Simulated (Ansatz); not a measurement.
Reaction: CH5BO (SMILES BOC) → CH4BO (SMILES BO[CH2], doublet) + H (doublet) (the C-H bond breaks)
Each species at its own B3LYP-D3(BJ)/def2-TZVP minimum (Ansatz, an electronic-structure program).

Quantity: bond dissociation energy (electronic), in kcal/mol. UHF or UKS for unpaired electrons; spin-orbit terms are left out. CBS(X,Y): correlation extrapolated as X^-3, Hartree-Fock from the larger set. A bracket is a step between two methods taken in the basis named. Functionals run without relativity, which enters their misses. Double hybrids freeze cores in their MP2 part. '+ core + X2C': CCSD(T) terms for core correlation (cc-pwCVTZ) and scalar relativity (cc-pVTZ-DK). Where a partner has so few electrons that a lower coupled-cluster level is exact, that level stands in.

CCSD(T)/CBS(cc-pVTZ,cc-pVQZ) + [CCSDT(Q) - CCSD(T)]/cc-pVDZ + core + X2C (Ansatz) gives 106.6 kcal/mol.

What does PBE/def2-TZVPD (Ansatz) give here, and how do the other levels compare?

PBE gives 100.7 kcal/mol, 5.9 kcal/mol below it. Differences of the others: r2SCAN/def2-TZVPD (Ansatz) -6.7; PBE0/def2-TZVPD (Ansatz) -5.4; wB97M-V/def2-TZVPD (Ansatz) -1.5; B2PLYP/def2-TZVPD (Ansatz) -3.3; CCSD(T)/CBS(cc-pVTZ,cc-pVQZ) + core + X2C (Ansatz) 0.0 kcal/mol. Nearer than PBE: PBE0/def2-TZVPD, wB97M-V/def2-TZVPD, B2PLYP/def2-TZVPD, CCSD(T)/CBS(cc-pVTZ,cc-pVQZ) + core + X2C.
